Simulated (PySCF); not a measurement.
Isomers of C8H10Ge, from PBE0-D3(BJ)/def2-SVP geometry optimisation, gas phase in PySCF 2.14.0. One conformer each, no zero-point energy, no frequencies.

Task: Which is lowest in electronic energy at this level?
A. `[CH:1]#[C:2][C:3]1=[C:4]([CH2:5][CH3:6])[CH:7]=[CH:8][GeH2:9]1` with C3–C4–C5–C6 -101°: A = 1581, B = 949.1, C = 629.0 MHz, dipole 1.05 D
B. `[CH2:1]=[CH:2][CH2:3][C:4]#[C:5][CH2:6][C:7]#[C:8][GeH3:9]` with C1–C2–C3–C4 125°: A = 4536, B = 227.4, C = 219.0 MHz, dipole 0.75 D
C. `CC#[C][Ge@H]1[CH]=CC(C)=[CH]1`: A = 2477, B = 614.3, C = 576.4 MHz, dipole 1.00 D
D. `[CH2:1]=[CH:2][c:3]1[cH:4][cH:5][cH:6][c:7]([GeH3:8])[cH:9]1` with C1–C2–C3–C4 -5°: A = 2753, B = 533.9, C = 449.8 MHz, dipole 0.67 D

Result: D. That is `C=CC1=CC=C[C]([GeH3])=C1`, 44.1 kcal/mol below the next.

| SMILES | mapped SMILES | E (Eh) | relative (kcal/mol) | relative (kJ/mol) | dipole (D) |
| --- | --- | --- | --- | --- | --- |
| C=Cc1ccc[c]([GeH3])c1 | [CH2:1]=[CH:2][c:3]1[cH:4][cH:5][cH:6][c:7]([GeH3:8])[cH:9]1 | -2386.74223 | 0.0 | 0.0 | 0.67 |
| CC#[C][Ge@H]1[CH]=CC(C)=[CH]1 | [CH3:1][C:2]#[C:3][Ge@H:4]1[CH:5]=[CH:6][C:7]([CH3:8])=[CH:9]1 | -2386.67202 | 44.1 | 184.3 | 1.00 |
| C#C[C]1=C(CC)C=[CH][GeH2]1 | [CH:1]#[C:2][C:3]1=[C:4]([CH2:5][CH3:6])[CH:7]=[CH:8][GeH2:9]1 | -2386.66367 | 49.3 | 206.3 | 1.05 |
| C=CCC#CCC#[C][GeH3] | [CH2:1]=[CH:2][CH2:3][C:4]#[C:5][CH2:6][C:7]#[C:8][GeH3:9] | -2386.59295 | 93.7 | 391.9 | 0.75 |

As drawn, the lowest has an aromatic ring, which the highest lacks; the highest has a C≡C bond, which the lowest lacks.
